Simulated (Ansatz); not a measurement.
Bi2, SMILES `[Bi]#[Bi]`, 2 atoms. The species carries charge 0 and has multiplicity 1. Correlated methods include outer-core shells of Bi, which these sets cover unevenly. Bi takes the def2 core potential. All runs use 2 threads of an AMD EPYC 7R13 on a shared host. Correlated methods freeze the cores. Open-shell runs search over several starts.

(1) Give the basis size and wall time and peak host memory of each of these runs in Ansatz. UKS PBE-D4/def2-TZVPP energy of the cation; RKS PBE0-D4/def2-SVP energy; RKS PBE0-D4/def2-TZVP relaxation (4 steps); RKS PBE0-D4/def2-QZVPP energy; UKS B3LYP-D4/def2-TZVPP energy of the cation; direct RPA on PBE orbitals/def2-TZVPP energy; UKS ωB97X-V/def2-TZVPP energy of the cation; UKS ωB97M-V/def2-TZVPP energy of the cation; UKS B2PLYP (frozen core)/def2-TZVPP energy of the cation; UKS PBE0-D4/def2-TZVPP energy of the cation; RKS r2SCANh-D4/def2-TZVPP energy; RKS ωB97M-V/def2-QZVPP energy. (An estimate is asked.)

Results:

(1) Ansatz gave: Other jobs shared the machine, so times are rough.

```tsv
level	job	functions	wall time	peak host memory (GiB)
RKS PBE0-D4/def2-SVP	energy	52	0.91 s	0.23
RKS r2SCANh-D4/def2-TZVPP	energy	100	2 s	0.23
RKS PBE0-D4/def2-QZVPP	energy	164	2.1 s	0.32
direct RPA on PBE orbitals/def2-TZVPP	energy	100	2.3 s	0.23
UKS PBE-D4/def2-TZVPP	energy of the cation	100	5.5 s	0.23
RKS ωB97M-V/def2-QZVPP	energy	164	6 s	0.41
UKS PBE0-D4/def2-TZVPP	energy of the cation	100	6.5 s	0.34
UKS B3LYP-D4/def2-TZVPP	energy of the cation	100	7 s	0.25
RKS PBE0-D4/def2-TZVP	relaxation (4 steps)	100	8 s	0.23
UKS B2PLYP (frozen core)/def2-TZVPP	energy of the cation	100	12 s	0.29
UKS ωB97X-V/def2-TZVPP	energy of the cation	100	19 s	0.45
UKS ωB97M-V/def2-TZVPP	energy of the cation	100	31 s	0.46
```

B3LYP here is the variant with VWN-RPA as its local correlation; programs differ in this.
